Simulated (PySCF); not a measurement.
**Ionisation energy of Cd²⁰⁺ by level of theory**

Cd²⁰⁺ [Ar] 3d10 → Cd²¹⁺ [Ar] 3d9 [3d3/2^4 3d5/2^5, M_J = 5/2], as a difference of total energies. All numbers are calculated (PySCF 2.14, the two-component X2C-1e Hamiltonian, in an uncontracted even-tempered set (17 s from 2.3 bohr⁻², ratio 2.8; 13 p from 2.9 bohr⁻², ratio 2.8; 8 d from 2.9 bohr⁻², ratio 2.8; 4 f from 14 bohr⁻², ratio 3)). Correlated levels: [Ne] frozen; the 82 highest virtual spinors dropped. "Screened" scales the spin-orbit matrix elements by Boettger's factors to mimic the two-electron term; Breit and QED terms are absent.

| method | ionisation energy (eV) |
| --- | --- |
| GHF (spin-free) | 966.73 |
| GMP2 (spin-free) | 968.18 |
| GHF (screened spin-orbit) | 963.71 |
| GMP2 (screened spin-orbit) | 965.17 |

Question: How much does correlation contribute at GMP2 (screened spin-orbit)?

Answer: 965.17 − (963.71) = 1.46 eV, measured against GHF (screened spin-orbit).

Breit and QED terms and the two-electron picture change are absent.

The spin-free rows lack the spin-orbit shift.

For comparison: 963 ± 4 eV (theoretical estimate listed by NIST; NIST Atomic Spectra Database, ionization energies).
